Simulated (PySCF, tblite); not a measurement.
Isomers of C6H3Cl2 (doublet state), one GFN2-xTB conformer each. Single-point energies are computed at B3LYP/pcH-1 (PySCF, gas phase, no added dispersion term), electronic only. GFN2-xTB treats the open shell by occupation alone, and not every SCF solution was tested for stability.

| SMILES | GFN2-xTB relative energy (kJ/mol) |
| --- | --- |
| [CH]=C1C=C(Cl)C(Cl)=C1 | 0.0 |
| C=C1[C]=C(Cl)C(Cl)=C1 | 21.4 |

What does B3LYP/pcH-1 give for the same structures?

| SMILES | B3LYP/pcH-1 E (Eh) | B3LYP/pcH-1 (kJ/mol) | GFN2-xTB (kJ/mol) | point group |
| --- | --- | --- | --- | --- |
| [CH]=C1C=C(Cl)C(Cl)=C1 | -1150.71616 | 0.0 | 0.0 | Cs |
| C=C1[C]=C(Cl)C(Cl)=C1 | -1150.70625 | 26.0 | 21.4 | Cs |

Both levels put the same isomer lowest. 

What happens when harmonic zero-point energies from GFN2-xTB frequencies are added?

| SMILES | ZPE (kJ/mol) | electronic (kJ/mol) | with ZPE (kJ/mol) |
| --- | --- | --- | --- |
| [CH]=C1C=C(Cl)C(Cl)=C1 | 166.5 | 0.0 | 0.0 |
| C=C1[C]=C(Cl)C(Cl)=C1 | 168.8 | 26.0 | 28.3 |

The zero-point energies span 2.3 kJ/mol. The order is unchanged.
